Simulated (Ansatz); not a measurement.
`B/C=C/C` + H₂ → `BC=C` + CH₄ at 500 K and 1 bar (hydrogenolysis of a C–C bond).

Program: Ansatz. Geometries: PBE0-D4/def2-TZVP. ΔE: electronic, gas phase. CCSD(T)/CBS adds triple-zeta CCSD(T) − MP2 to the extrapolated MP2 energy (def2 sets, frozen cores). This one scheme is used for every species.

| species | CCSD(T)/CBS energy (Eh) | H − E (kJ/mol) | S (J/(mol·K)) |
| --- | --- | --- | --- |
| `B/C=C/C` | -143.12983 | 277.3 | 351.9 |
| H₂ | -1.17544 | 41.0 | 145.5 |
| `BC=C` | -103.86193 | 194.0 | 304.9 |
| CH₄ | -40.46206 | 135.6 | 206.8 |

H − E and S are ideal-gas, rigid-rotor, harmonic terms from PBE0-D4/def2-TZVP. The MP2-based limit puts H₂ 0.8 mEh under its directly extrapolated value; such offsets cancel only in part. 1 Eh = 2625.50 kJ/mol, R = 8.31446 J/(mol·K).

Problem. By hand: ΔE, ΔH, ΔS and ΔG.

Solution. ΔE = (-103.86193) + (-40.46206) − (-143.12983) − (-1.17544) = -0.01872 Eh = -49.1 kJ/mol. Δ(H − E) = 194.0 + 135.6 − 277.3 − 41.0 = 11.3, so ΔH = -37.8 kJ/mol. ΔS = 304.9 + 206.8 − 351.9 − 145.5 = 14.3 J/(mol·K). ΔG = -37.8 − 500 × (14.3)/1000 = -44.9 kJ/mol.

Problem. By hand: the equilibrium constant, and the temperature at which ΔG would vanish if ΔH and ΔS stayed fixed.

Solution. log₁₀ K = −ΔG/(RT ln 10) = 4.7. ΔH and −TΔS have one sign here, so there is no such temperature.

The number of gas molecules stays the same, so ΔS is small and ΔH decides. A doubt of 5 kJ/mol in ΔE shifts log₁₀ K by 0.5 here. These are equilibria of isolated gas molecules and say nothing of rates. Largest T1 diagnostic: 0.011 (customary marks: 0.02 for closed shells, 0.045 for open ones).
